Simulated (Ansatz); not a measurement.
H2O2Si, SMILES `O[Si]O` (lower singlet; H–O–Si–O torsion 0°, O–Si–O–H torsion 0°) (charge 0, multiplicity 1). This singlet lies 2.76 eV below the relaxed triplet at the level frozen-core CCSD(T)/cc-pVTZ // PBE0-D3(BJ)/def2-TZVP (Ansatz, a quantum-chemistry and plane-wave program).

Z-matrix (Å, degrees):
```
Si
O 1 1.6515
H 2 0.9612 1 123.92
O 1 1.6515 2 105.92 3 0.00
H 4 0.9612 1 123.92 2 0.00
```
Charge 0, spin multiplicity 1.

Frozen-core energies in cc-pVDZ from Ansatz at a geometry from PBE0-D3(BJ)/def2-TZVP; the HF reference has <S^2> = 0.00 and the T1 diagnostic is 0.016.

```json
[
 {"level": "HF", "energy (Ha)": "-439.87980"},
 {"level": "MP2", "energy (Ha)": "-440.33746"},
 {"level": "CCSD", "energy (Ha)": "-440.35677"},
 {"level": "CCSD(T)", "energy (Ha)": "-440.36811"}
]
```

**Question.** Estimate the energies of CCSDT and CCSDT(Q), and give each level's difference from CCSDT(Q).

**Answer.** 
| level | energy (Ha) | difference from CCSDT(Q) (mHa) |
|---|---|---|
| MP2 | -440.33746 | 32.75 |
| CCSD | -440.35677 | 13.45 |
| CCSD(T) | -440.36811 | 2.11 |
| CCSDT | -440.36868 | 1.54 |
| CCSDT(Q) | -440.37022 | 0.00 |
